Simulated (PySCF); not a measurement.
Molecule: SMILES C1=C(C(=O)[O-])NC=N1, [C$_{4}$H$_{3}$N$_{2}$O$_{2}$]-.

Bonds (- single, = double, # triple, : aromatic): O1=C2, C2-O3, C2-C4, C4:C5, C5:N6, N6:C7, C7:N8, N8:C4. C5 carries H9; C7 carries H10; N8 carries H11. Formal charges: O3 -1.

Total charge -1.

Frames of a GFN2-xTB Langevin trajectory at 300 K; GIAO PBE0/pcSseg-1 shieldings in PySCF, gas phase, non-relativistic; equivalent atoms averaged within each frame.

Referencing at the same level of theory: H2O for 17O (336.08 ppm); TMS for 13C (186.93 ppm) and 1H (31.72 ppm); 15N (267.73 ppm) against NH3. The references are static minima.

Question: How do the shifts (ppm) fluctuate along the trajectory?

Answer: 
```tsv
time (fs)	O1/O3	C2	C4	C7	C5	N6	N8	H11	H9	H10
250	313.9	159.6	153.0	135.9	131.6	330.6	209.6	9.86	7.62	6.39
425	334.1	165.4	146.6	127.9	127.7	294.7	197.8	8.65	6.59	6.51
625	334.6	167.7	149.1	126.2	125.5	303.7	196.7	10.13	6.46	6.74
800	309.5	158.6	148.3	125.8	123.7	298.7	213.0	11.79	7.06	7.23
1000	342.8	167.6	149.0	125.9	131.3	295.7	206.4	10.06	7.04	6.47
mean of frames	327.0	163.8	149.2	128.3	128.0	304.6	204.7	10.10	6.95	6.67
standard deviation	14.4	4.4	2.4	4.3	3.5	14.9	7.2	1.12	0.46	0.34
```

5 frames give an uncertainty of the mean of about the standard deviation over 2.2 at best, since frames this close in time may not be independent; classical motion lacks zero-point vibration, and the reference would need the same averaging.
